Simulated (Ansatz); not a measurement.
Relaxation of ClGaH₂O (5 atoms, charge 0, multiplicity 1), to a largest force component of 0.02 eV/Å in at most 40 steps.

Theory: RKS PBE0-D4/def2-TZVP (Ansatz 0.2.0).

```xyz
5
Properties=species:S:1:pos:R:3
Ga 0.000 0.000 0.000
Cl 0.000 0.000 2.240
H 1.360 0.000 -0.785
O -1.550 0.000 -0.895
H -2.060 -0.847 -0.686
```

Where does it end, and by what steps?

The forces met the threshold. After 8 steps the energy has fallen by 0.336 eV; H5 moved furthest, 0.45 Å.

| step | energy less start (eV) | largest force component (eV/Å) | accepted |
| --- | --- | --- | --- |
| 0 | 0.0000 | 2.055 | yes |
| 1 | -0.1267 | 2.001 | yes |
| 2 | -0.2800 | 0.398 | yes |
| 3 | -0.3179 | 0.606 | yes |
| 4 | -0.3300 | 0.349 | yes |
| 5 | -0.3347 | 0.112 | yes |
| 6 | -0.3356 | 0.020 | yes |
| 7 | -0.3357 | 0.024 | yes |
| 8 | -0.3357 | 0.003 | yes |

```xyz
5
Properties=species:S:1:pos:R:3
Ga 0.073 -0.067 -0.062
Cl -0.146 -0.091 2.072
H 1.425 0.194 -0.753
O -1.418 -0.369 -0.971
H -2.185 -0.514 -0.412
```

Whether the end is a true minimum wasn't checked by a vibrational analysis.

Time of the run: 12 s on 4 threads of Arm Neoverse V2 (shared host), peak memory 0.26 GiB.
